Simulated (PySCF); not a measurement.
HIOZn, SMILES [Zn]([OH])[I].

Geometry optimised at B3LYP-D3(BJ)/def2-TZVP. The def2 effective core potentials stand for the cores of I; spin–orbit coupling is left out. The values are those of a single conformer.

All values below come from TDA-M06-2X/def2-SVPD run with PySCF.

Vertical excitations.  State labels are in the subgroup Cs.

Computed excitation energies, oscillator strengths and character:
```json
[
 {"state": "S1", "symmetry": "A\"", "energy (eV)": "5.12", "λ (nm)": "242", "f": "0.012", "main pairs": "HOMO→LUMO 92 %"},
 {"state": "S2", "symmetry": "A'", "energy (eV)": "5.21", "λ (nm)": "238", "f": "0.029", "main pairs": "HOMO−1→LUMO 95 %"},
 {"state": "S3", "symmetry": "A\"", "energy (eV)": "5.91", "λ (nm)": "210", "f": "0.051", "main pairs": "HOMO−2→LUMO 90 %"},
 {"state": "S4", "symmetry": "A\"", "energy (eV)": "6.18", "λ (nm)": "201", "f": "0.000", "main pairs": "HOMO→LUMO+1 89 %"},
 {"state": "S5", "symmetry": "A'", "energy (eV)": "6.36", "λ (nm)": "195", "f": "0.001", "main pairs": "HOMO−1→LUMO+1 62 %, HOMO→LUMO+2 34 %"},
 {"state": "S6", "symmetry": "A\"", "energy (eV)": "6.42", "λ (nm)": "193", "f": "0.000", "main pairs": "HOMO−1→LUMO+2 90 %"},
 {"state": "S7", "symmetry": "A'", "energy (eV)": "6.46", "λ (nm)": "192", "f": "0.028", "main pairs": "HOMO−3→LUMO 52 %, HOMO→LUMO+2 27 %, HOMO−1→LUMO+1 12 %"},
 {"state": "S8", "symmetry": "A'", "energy (eV)": "7.01", "λ (nm)": "177", "f": "0.132", "main pairs": "HOMO−4→LUMO 48 %, HOMO→LUMO+2 18 %, HOMO−2→LUMO+2 15 %"},
 {"state": "S9", "symmetry": "A\"", "energy (eV)": "7.22", "λ (nm)": "172", "f": "0.001", "main pairs": "HOMO−2→LUMO+1 94 %"},
 {"state": "S10", "symmetry": "A'", "energy (eV)": "7.53", "λ (nm)": "165", "f": "0.007", "main pairs": "HOMO−3→LUMO+1 80 %"},
 {"state": "T1", "symmetry": "A\"", "energy (eV)": "4.84", "λ (nm)": "256", "f": "0", "main pairs": "HOMO→LUMO 90 %"},
 {"state": "T2", "symmetry": "A'", "energy (eV)": "4.90", "λ (nm)": "253", "f": "0", "main pairs": "HOMO−1→LUMO 93 %"},
 {"state": "T3", "symmetry": "A\"", "energy (eV)": "5.51", "λ (nm)": "225", "f": "0", "main pairs": "HOMO−2→LUMO 88 %"},
 {"state": "T4", "symmetry": "A'", "energy (eV)": "5.70", "λ (nm)": "218", "f": "0", "main pairs": "HOMO−3→LUMO 73 %"}
]
```
Triplets are in the Tamm–Dancoff approximation.
